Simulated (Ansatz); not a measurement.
Cost and result up the ladder for the cluster Li₅N₂ (the lowest doublet isomer of a short search) (7 atoms). Total charge 0; doublet. Geometry: B3LYP-D4/def2-TZVP.

```csv
atom,x (Å),y (Å),z (Å)
Li1,0.663,0.183,-1.549
Li2,-1.024,-2.075,-0.684
Li3,0.868,-0.824,1.202
Li4,-1.530,0.641,0.347
Li5,1.024,2.076,0.682
N6,-0.309,-0.627,-0.205
N7,0.309,0.626,0.207
```

Ansatz on 4 threads of Arm Neoverse V2 on a shared host. Times are rough, and most runs start from the orbitals of an earlier one. PBE0-D4/def2-TZVP serves as the yardstick here, not as an exact answer. Differences are given only for rows in sets of like size (and for xTB, whose basis is part of the method), since another set adds its own error. Binding counts from free atoms at the same level (Li doublet, N quartet; other spins of the atoms weren't run), without zero-point energy or a counterpoise term.

B3LYP takes the VWN-RPA correlation. HSE06 is defined as in plane-wave codes, on full-range PBE exchange. Correlated methods freeze 2 core orbitals; core or outer-core shells of Li are correlated, in sets that lack core-valence functions. In CCSD on the charge 0 doublet the largest single amplitude is 0.37, so its Hartree–Fock determinant may place the open shell otherwise than the density functionals do. The structure comes from a short search, and lower isomers may exist.

Run but left out: HF/STO-3G, HF/6-31G, MP2/def2-TZVP (a determinant that CCSD turns far, T1 0.060).

Correlated methods converge slowly with the basis.

```
                          level  functions  wall time
                PBE-D4/def2-SVP         73      1.4 s
                 B3LYP-D4/6-31G         63      1.9 s
               PBE0-D4/def2-SVP         73      1.9 s
               PBE-D4/def2-TZVP        132        2 s
             HSE06-D4/def2-TZVP        132      2.2 s
              PBE-D4/def2-TZVPD        159      2.3 s
PBE0-D4/def2-TZVP (with forces)        132      2.5 s
             BHLYP-D4/def2-TZVP        132      2.5 s
               B2PLYP/def2-TZVP        132      2.8 s
              RPA@PBE/def2-TZVP        132      3.1 s
            r2SCAN-D4/def2-TZVP        132      4.2 s
           r2SCAN-D4/def2-TZVPD        159      5.5 s
               B97M-V/def2-TZVP        132      8.5 s
             CCSD(T)/def2-TZVPP        157       97 s
```

Task: Estimate what each level gives for the binding energy per atom (eV).

Result: 
| level | binding energy per atom (eV) | difference from PBE0-D4/def2-TZVP (eV) | remarks |
| --- | --- | --- | --- |
| PBE-D4/def2-SVP | 2.34 | – | – |
| B3LYP-D4/6-31G | 2.01 | – | – |
| PBE0-D4/def2-SVP | 2.15 | – | – |
| PBE-D4/def2-TZVP | 2.25 | 0.18 | – |
| HSE06-D4/def2-TZVP | 2.08 | 0.01 | – |
| PBE-D4/def2-TZVPD | 2.26 | 0.19 | – |
| PBE0-D4/def2-TZVP (with forces) | 2.07 | 0.00 | – |
| BHLYP-D4/def2-TZVP | 1.94 | -0.13 | – |
| B2PLYP/def2-TZVP | 2.09 | 0.02 | – |
| RPA@PBE/def2-TZVP | 1.81 | -0.27 | – |
| r2SCAN-D4/def2-TZVP | 2.10 | 0.03 | – |
| r2SCAN-D4/def2-TZVPD | 2.11 | 0.03 | – |
| B97M-V/def2-TZVP | 2.14 | 0.07 | – |
| CCSD(T)/def2-TZVPP | 1.97 | -0.10 | large T1 (0.060) |
